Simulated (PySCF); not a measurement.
Vertical excitation energies

Ge(SMe)2H2, C2H8GeS2.
SMILES: `[H][Ge]([H])([S]C)[S]C`

The calculation used TDDFT CAM-B3LYP/def2-SVPD, vertical, gas phase, core orbitals frozen in the response (PySCF). The structure is a single PBE0-D3(BJ)/def2-SVP conformer in the gas phase; no vibrational or solvent corrections. The CAM-B3LYP/def2-SVPD calculation is non-relativistic and has no spin–orbit coupling, an omission that weighs most on germanium.

Problem. List the vertical singlet excitations with oscillator strengths and describe the spectrum.

Solution. 

```json
{"state": "S1", "E (eV)": "5.31", "ν̃ (cm⁻¹)": "42860", "f": "0.015", "main configurations (H = HOMO, L = LUMO)": "H→L (69%)"}
{"state": "S2", "E (eV)": "5.41", "ν̃ (cm⁻¹)": "43640", "f": "0.0077", "main configurations (H = HOMO, L = LUMO)": "H-1→L (56%), H→L+1 (12%), H-1→L+1 (11%)"}
{"state": "S3", "E (eV)": "5.84", "ν̃ (cm⁻¹)": "47100", "f": "0.019", "main configurations (H = HOMO, L = LUMO)": "H→L+1 (34%), H-1→L (24%), H-1→L+3 (13%)"}
{"state": "S4", "E (eV)": "5.99", "ν̃ (cm⁻¹)": "48350", "f": "0.014", "main configurations (H = HOMO, L = LUMO)": "H-1→L+1 (31%), H→L+1 (25%), H→L+3 (11%)"}
{"state": "S5", "E (eV)": "6.31", "ν̃ (cm⁻¹)": "50890", "f": "0.0080", "main configurations (H = HOMO, L = LUMO)": "H-1→L+1 (24%), H-1→L+3 (20%), H→L+3 (19%)"}
{"state": "S6", "E (eV)": "6.41", "ν̃ (cm⁻¹)": "51720", "f": "0.0035", "main configurations (H = HOMO, L = LUMO)": "H→L+2 (62%), H→L+4 (8%)"}
{"state": "S7", "E (eV)": "6.62", "ν̃ (cm⁻¹)": "53410", "f": "0.0037", "main configurations (H = HOMO, L = LUMO)": "H-1→L+2 (59%), H→L+3 (19%)"}
{"state": "S8", "E (eV)": "6.69", "ν̃ (cm⁻¹)": "53960", "f": "0.032", "main configurations (H = HOMO, L = LUMO)": "H-1→L+3 (30%), H→L+4 (18%), H→L+5 (9%)"}
{"state": "S9", "E (eV)": "6.79", "ν̃ (cm⁻¹)": "54790", "f": "0.0075", "main configurations (H = HOMO, L = LUMO)": "H→L+4 (23%), H→L+3 (20%)"}
{"state": "S10", "E (eV)": "7.24", "ν̃ (cm⁻¹)": "58390", "f": "0.0079", "main configurations (H = HOMO, L = LUMO)": "H-1→L+4 (33%), H→L+4 (11%), H-2→L (11%)"}
{"state": "S11", "E (eV)": "7.27", "ν̃ (cm⁻¹)": "58660", "f": "0.022", "main configurations (H = HOMO, L = LUMO)": "H→L+5 (30%), H-1→L+4 (21%), H-1→L+6 (8%)"}
{"state": "S12", "E (eV)": "7.32", "ν̃ (cm⁻¹)": "59030", "f": "0.150", "main configurations (H = HOMO, L = LUMO)": "H→L+5 (27%), H-2→L (24%)"}
{"state": "S13", "E (eV)": "7.35", "ν̃ (cm⁻¹)": "59320", "f": "0.015", "main configurations (H = HOMO, L = LUMO)": "H→L+7 (38%), H-1→L+5 (30%)"}
{"state": "S14", "E (eV)": "7.39", "ν̃ (cm⁻¹)": "59600", "f": "0.148", "main configurations (H = HOMO, L = LUMO)": "H→L+6 (37%), H-2→L (24%), H-1→L+5 (10%)"}
{"state": "S15", "E (eV)": "7.50", "ν̃ (cm⁻¹)": "60470", "f": "0.013", "main configurations (H = HOMO, L = LUMO)": "H-1→L+6 (31%), H-1→L+7 (26%), H-2→L+1 (11%)"}
```

Triplets, Tamm–Dancoff:

```csv
state,E (eV),λ (nm),"main configurations (H = HOMO, L = LUMO)"
T1,4.89,253.5,H→L (75%)
T2,5.05,245.6,"H-1→L (64%), H→L+1 (11%)"
T3,5.29,234.2,"H-1→L+1 (25%), H-1→L+3 (18%), H-1→L (13%)"
T4,5.51,224.9,"H→L+1 (31%), H→L+4 (19%), H-1→L+1 (13%)"
```

The lowest singlet lies at 5.31 eV (233 nm, ultraviolet) and is weak; its leading configuration is HOMO→LUMO (69%). The largest oscillator strength of a single state is 0.150. Löwdin shares by element: HOMO sulfur 76%, carbon 7% or more, germanium 6%; LUMO sulfur 53%, germanium 20%, hydrogen 11% or more (atoms not listed hold the other 17%). Orbital energies (eV): HOMO-3 -10.16, HOMO-2 -9.75, HOMO-1 -8.28, HOMO -8.12, LUMO 0.56, LUMO+1 0.79, LUMO+2 1.04. Weighted by f, the mean energy of these states is 7.07 eV. The oscillator strengths of these states sum to 0.465; summed over the whole spectrum of an exact calculation they would give the number of electrons, 84 (Thomas–Reiche–Kuhn). Singlets were solved by full linear response, triplets in the Tamm–Dancoff approximation.
